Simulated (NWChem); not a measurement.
System: C₂H₇GeN; SMILES [CH](=C)[GeH2][NH2]

The following NWChem deck was run.

```
start job
memory heap 200 mb stack 900 mb global 1100 mb
geometry units angstroms noautosym nocenter noautoz
  Ge     0.343615     0.423594     0.015481
  N     -0.967124     1.749406     0.107733
  C     -0.277427    -1.359307    -0.505308
  C     -0.239905    -2.409706     0.321558
  H      1.378919     0.951900    -1.009180
  H      0.959369     0.306296     1.431711
  H     -1.734891     1.486601     0.722381
  H     -1.364342     1.959467    -0.805572
  H     -0.677726    -1.498699    -1.511038
  H      0.149316    -2.331213     1.335819
  H     -0.589413    -3.399313     0.027375
end
basis spherical
  * library def2-svp
end
dft
  xc pbe0
  iterations 150
end
property
  efieldgrad
end
task dft property
```

Excerpt of the output:

```
             Northwest Computational Chemistry Package (NWChem) 7.3.0
             --------------------------------------------------------

                             Geometry "geometry" -> ""
                             -------------------------

 Output coordinates in angstroms (scale by  1.889725989 to convert to a.u.)

  No.       Tag          Charge          X              Y              Z
 ---- ---------------- ---------- -------------- -------------- --------------
    1 Ge                  32.0000     0.34361500     0.42359400     0.01548100
    2 N                    7.0000    -0.96712400     1.74940600     0.10773300
    3 C                    6.0000    -0.27742700    -1.35930700    -0.50530800
    4 C                    6.0000    -0.23990500    -2.40970600     0.32155800
    5 H                    1.0000     1.37891900     0.95190000    -1.00918000
    6 H                    1.0000     0.95936900     0.30629600     1.43171100
    7 H                    1.0000    -1.73489100     1.48660100     0.72238100
    8 H                    1.0000    -1.36434200     1.95946700    -0.80557200
    9 H                    1.0000    -0.67772600    -1.49869900    -1.51103800
   10 H                    1.0000     0.14931600    -2.33121300     1.33581900
   11 H                    1.0000    -0.58941300    -3.39931300     0.02737500

 Effective nuclear repulsion energy (a.u.)     265.1299681677

                              NWChem Property Module
                              ----------------------

  itol2e modified to match energy
  convergence criterion.

                                 NWChem DFT Module
                                 -----------------

 Summary of "ao basis" -> "ao basis" (spherical)
 ------------------------------------------------------------------------------
       Tag                 Description            Shells   Functions and Types
 ---------------- ------------------------------  ------  ---------------------
 Ge                         def2-svp                12       32   5s4p3d
 N                          def2-svp                 6       14   3s2p1d
 C                          def2-svp                 6       14   3s2p1d
 H                          def2-svp                 3        5   2s1p

  itol2e modified to match energy
  convergence criterion.

            General Information
            -------------------
          SCF calculation type: DFT
          Wavefunction type:  closed shell.
          No. of atoms     :    11
          No. of electrons :    58
           Alpha electrons :    29
            Beta electrons :    29
          Charge           :     0
          Spin multiplicity:     1
          Use of symmetry is: off; symmetry adaption is: off
          Maximum number of iterations: 150
          AO basis - number of functions:   109
                     number of shells:    51
          Convergence on energy requested:  1.00D-07
          Convergence on density requested:  1.00D-05
          Convergence on gradient requested:  5.00D-04

              XC Information
              --------------
                         PBE0 Method XC Functional
                     Hartree-Fock (Exact) Exchange  0.250
          PerdewBurkeErnzerhof Exchange Functional  0.750
            Perdew 1991 LDA Correlation Functional  1.000 local
           PerdewBurkeErnz. Correlation Functional  1.000 non-local

[...]

          -----------------------
          Electric field gradient
          -----------------------

 1 a.u. = 0.324123 10**(16) esu/cm**3  ( or statvolts/cm**2 ) = 0.97174 10**(22) v/m**2

 ------------------------------------------------------------
   Atom      X         Y         Z
 ------------------------------------------------------------
    1 Ge   0.64934   0.80048   0.02925
 ------------------------------------------------------------

 Electric field gradient in molecular frame (a.u.)
         XX             YY             ZZ             XY             XZ             YZ
 ------------------------------------------------------------------------------------------
       -0.206633      -0.115436       0.322069       0.340409      -0.024441      -0.129086

 Principal components (a.u.) and orientation
 of principal axis w.r.t. absolute frame                      Asymmetry parameter eta
 --------------------------------------------------------------------------------------
       -0.509938       0.389084       0.120854                       0.526005

        0.741219      -0.266659       0.616025
       -0.666285      -0.403825       0.626889
       -0.081600       0.875110       0.476994

 ------------------------------------------------------------
   Atom      X         Y         Z
 ------------------------------------------------------------
    2 N   -1.82760   3.30590   0.20359
 ------------------------------------------------------------

 Electric field gradient in molecular frame (a.u.)
         XX             YY             ZZ             XY             XZ             YZ
 ------------------------------------------------------------------------------------------
       -0.140654       0.478389      -0.337734       0.402254       0.208581       0.396385

 Principal components (a.u.) and orientation
 of principal axis w.r.t. absolute frame                      Asymmetry parameter eta
 --------------------------------------------------------------------------------------
        0.845828      -0.507876      -0.337951                       0.200898

        0.416334      -0.215515       0.883300
        0.837523      -0.287203      -0.464832
        0.353865       0.933310       0.060926

 ------------------------------------------------------------
   Atom      X         Y         Z
 ------------------------------------------------------------
    3 C   -0.52426  -2.56872  -0.95489
 ------------------------------------------------------------

 Electric field gradient in molecular frame (a.u.)
         XX             YY             ZZ             XY             XZ             YZ
 ------------------------------------------------------------------------------------------
       -0.216939       0.148764       0.068175       0.086679       0.110604      -0.068780

 Principal components (a.u.) and orientation
 of principal axis w.r.t. absolute frame                      Asymmetry parameter eta
 --------------------------------------------------------------------------------------
       -0.280368       0.189610       0.090759                       0.352575

        0.911266       0.070264       0.405780
       -0.237937       0.894063       0.379523
       -0.336126      -0.442396       0.831448

 ------------------------------------------------------------
   Atom      X         Y         Z
 ------------------------------------------------------------
    4 C   -0.45335  -4.55368   0.60766
 ------------------------------------------------------------

 Electric field gradient in molecular frame (a.u.)
         XX             YY             ZZ             XY             XZ             YZ
 ------------------------------------------------------------------------------------------
       -0.228867       0.131484       0.097384       0.075176       0.122533      -0.075799

 Principal components (a.u.) and orientation
 of principal axis w.r.t. absolute frame                      Asymmetry parameter eta
 --------------------------------------------------------------------------------------
       -0.291512       0.193217       0.098295                       0.325620

        0.916622      -0.060902       0.395089
       -0.222426       0.743512       0.630648
       -0.332161      -0.665944       0.667973

 ------------------------------------------------------------
   Atom      X         Y         Z
 ------------------------------------------------------------
    5 H    2.60578   1.79883  -1.90707
 ------------------------------------------------------------

 Electric field gradient in molecular frame (a.u.)
         XX             YY             ZZ             XY             XZ             YZ
 ------------------------------------------------------------------------------------------
       -0.023919       0.045734      -0.021816      -0.045252       0.089638       0.045944

 Principal components (a.u.) and orientation
 of principal axis w.r.t. absolute frame                      Asymmetry parameter eta
 --------------------------------------------------------------------------------------
       -0.135458       0.068984       0.066475                       0.018525

        0.669063       0.020864       0.742912
        0.335278       0.883636      -0.326766
       -0.663282       0.467709       0.584213

 ------------------------------------------------------------
   Atom      X         Y         Z
 ------------------------------------------------------------
    6 H    1.81294   0.57882   2.70554
 ------------------------------------------------------------

 Electric field gradient in molecular frame (a.u.)
         XX             YY             ZZ             XY             XZ             YZ
 ------------------------------------------------------------------------------------------
        0.035176       0.066901      -0.102078       0.006789      -0.074005       0.015058

[...]
```

Level: PBE0/def2-SVP. Structure relaxed at the B3LYP/6-31G* (spherical d) level. NWChem prints the field gradient with the sign opposite to the second derivative of the potential.
